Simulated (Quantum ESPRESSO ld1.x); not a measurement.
Results of a calculation; reference values are marked as such.
The mean radii <r> (bohr) of the occupied orbitals of an atom or ion are listed with their occupations. Level of theory: Dirac Kohn-Sham, BLYP, spin-unpolarised, spherical densities, point nucleus (ld1.x of Quantum ESPRESSO 7.5).

orbital  occ.      <r>
1s1/2       2  0.01803
2s1/2       2  0.07557
2p1/2       2  0.06246
2p3/2       4  0.07053
3s1/2       2   0.1969
3p1/2       2   0.1870
3p3/2       4   0.2019
3d3/2       4   0.1765
3d5/2       6   0.1811
4s1/2       2   0.4404
4p1/2       2   0.4450
4p3/2       4   0.4785
4d3/2       4   0.4934
4d5/2       6   0.5048
5s1/2       2    1.034
5p1/2       2    1.131
5p3/2       4    1.228
4f5/2       6   0.5756
4f7/2       8   0.5843
5d3/2       4    1.668

Name the element and its charge. Open shells, if any, fill j = l - 1/2 first.

Answer. Z = 75, rhenium, charge +3: Re3+ in [Xe] 4f14 5d4. The 1s radius gives Z: for a bare nucleus <r> = (2 gamma + 1)/(2Z) with gamma = sqrt(1 - (Z/c)^2), 0.01783 bohr for Z = 75, and screening makes it slightly larger (0.01803 here). The occupations add up to 72, and the charge is Z minus that.
